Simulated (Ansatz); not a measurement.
```yaml
crystal:
  periodic: [false, false, false]
  atoms:
    - {symbol: N, position_ang: [-0.635988, 0.538597, -1.231805]}
    - {symbol: Si, position_ang: [0.271328, 0.091186, 0.156051]}
    - {symbol: O, position_ang: [0.774050, -1.392369, 0.106977]}
    - {symbol: O, position_ang: [-0.647375, 0.445454, 1.586900]}
    - {symbol: F, position_ang: [1.504913, 0.962086, 0.495137]}
    - {symbol: H, position_ang: [-1.253882, 1.249406, -1.267143]}
    - {symbol: H, position_ang: [-0.274280, 0.198966, -2.138908]}
    - {symbol: H, position_ang: [1.486296, -1.844813, 0.575891]}
    - {symbol: H, position_ang: [-1.486720, 0.064864, 1.416543]}
basis:
  gaussian: {orbitals: cc-pVDZ}
total_charge: 1
magnetization: {spin_polarized: true, initial_magnetization: 2}
hamiltonian: {xc: {name: SPW92}, pseudopotentials: {relativity: none}}
output: {forces: true}
```

```sh
$ ansatz run in.yaml --threads 4 --pin off --events-out ev --progress --plain --max-ram 10444MiB
```

Output, abridged:

```
Error: a molecule whose nuclei and cores have a total charge of 50 cannot have a net charge of 1 together with 2 unpaired electrons
```

Question: Something in this input is off. What?

Answer: The number of unpaired electrons doesn't fit the electron count. The input was rejected before any iteration.
